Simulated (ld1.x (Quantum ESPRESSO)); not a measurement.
**Er (Z = 68): PAW pseudisation with PBEsol, scalar-relativistic reference atom.**

ld1.x (Quantum ESPRESSO) 7.5 input, shortened:

```
&input
   title='Er', zed=68., rel=1, dft='PBESOL', iswitch=3,
   config='[Xe] 4f11 5d1 6s1.75 6p0.25'
 /
 &inputp
   pseudotype=3, lpaw=.true., tm=.true., lloc=-1, rcloc=1.50,
   nlcc=.true., new_core_ps=.true.,
   which_augfun='BESSEL', rmatch_augfun=1.20
 /
6
5S  1  0   2.00   0.00  1.60  2.56  0.0
6S  2  0   1.75   0.00  1.60  2.56  0.0
5P  2  1   6.00   0.00  1.90  2.40  0.0
6P  3  1   0.25   0.00  1.90  2.40  0.0
5D  3  2   1.00   0.00  1.65  2.20  0.0
5D  3  2   0.00   1.55  1.65  2.20  0.0
 &test
   configts(1)='5s2 5p6 5d1 6s1.75 6p0.25'
 /
```

Poles of the logarithmic derivatives, all-electron (AE) and pseudo (PS). s: poles at -4.1, 2.6 (AE) and -4.1, 1.8 (PS) Ry. p: poles at -2.1, 4.1 (AE) and -4.5, -2.1, 3.2 (PS) Ry. d: poles at 0.6 (AE) and 0.6 (PS) Ry. Test radius 2.79 bohr.

* Configuration tests: test run stopped at test 7 of 7 (negative rho)
* Lowest eigenvalue of the overlap operator: -0.25 (p channel); it is negative, so in a basis up to 400 Ry S is not positive definite and the file is unfit for use

The ghost test of this file was not conclusive. Its overlap operator is not positive definite in a basis up to 400 Ry (lowest eigenvalue s -0.05, p -0.25), so the file is unfit for use: the generalised eigenproblem breaks down once the basis is large enough, and its test numbers describe a broken file.
